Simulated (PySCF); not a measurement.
## Polarisability and C₆ of Sc(2+) (scandium, charge +2)

[Ar] 3d1, 2D determinant. Calculation: PySCF 2.14, in x2c-QZVPPall with one added diffuse shell each of s, p, d, f, g type (12s8p6d4f3g, 121 functions); scalar relativity by spin-free X2C-1e. Coupled (time-dependent) response in atomic units; α is the mean over directions.

| method | mean α (bohr³) | α xx, yy, zz | C₆ (like pair) | S(−4) |
| --- | --- | --- | --- | --- |
| M06 | 5.275 | 6.272, 6.272, 3.281 | 14.94 | 41.62 |

S(−4) is the Cauchy moment in α(ω) = α(0) + S(−4) ω² + …

α(iu) at M06:

| u (hartree) | α(iu) (bohr³) |
| --- | --- |
| 0 | 5.275 |
| 0.0500 | 5.176 |
| 0.100 | 4.928 |
| 0.200 | 4.326 |
| 0.300 | 3.830 |
| 0.500 | 3.141 |
| 0.750 | 2.549 |
| 1.00 | 2.099 |
| 1.50 | 1.456 |
| 2.00 | 1.043 |
| 3.00 | 0.5938 |
| 5.00 | 0.2624 |

A single London oscillator, α(iu) = α/(1 + u²/ω²), gives C₆ = (3/4) ω α². Matching the computed C₆ needs ω = 4 × 14.94 / (3 × 5.275²) = 0.716 hartree.

For an ion, C₆ is the dispersion term alone; charge-induced terms of lower order in 1/R come first.

The components differ because the open shell of this determinant is not spherical; for a pure term their mean is the scalar polarisability.
